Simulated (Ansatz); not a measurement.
Wavefunction ladder for FHOS2W, SMILES `[OH][W]([F])(=[S])=[S]`

Cartesian coordinates in Å:
```
O -0.1096 -0.3624 -1.4510
W 0.1644 0.2052 0.3011
F 0.0219 2.0433 0.4387
S -1.2617 -0.7067 1.5734
S 2.1067 -0.4010 0.8926
H -0.9217 -0.7784 -1.7548
```

Charge 0, multiplicity 1. Correlated methods include outer-core shells of W, which these sets cover unevenly. W: def2 effective core potential. The geometry is a stationary point of PBE0-D4/def2-TZVP. It is one conformer, not always the lowest. Frozen core, restricted reference, the Gaussian-basis code of Ansatz.

| basis | HF (Eh) | MP2 corr. |
| --- | --- | --- |
| def2-SVP | -1036.07164 | -1.02448 |
| def2-TZVPP | -1036.60710 | -1.35371 |
| def2-QZVPP | -1036.63859 | -1.48660 |

**Question.** Estimate the CCSD correlation energy and the (T) correction in each basis where they were run (hartree).

**Answer.** 
```csv
basis,CCSD corr.,(T)
def2-SVP,-0.98342,-0.05019
def2-TZVPP,-1.30718,-0.07901
```
